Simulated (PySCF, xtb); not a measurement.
C3H7BN2, SMILES C=C=CB(N)N.

GFN2-xTB in xtb at its own geometry gives an orbital gap of 4.60 eV and a dipole moment of 1.74 D.

Geometry: PBE0-D3(BJ)/def2-SVP. The structure was generated by enumeration, and PubChem lists no compound with its InChIKey, so it may never have been made. One conformer was computed; it need not be the lowest.

**Question.** What does M06-2X/def2-TZVP (PySCF) give? (The exact figures need the calculation; the answer reports its results.)

**Answer.** gap 9.15 eV (levels -8.30 and 0.85 eV), dipole 1.27 D.
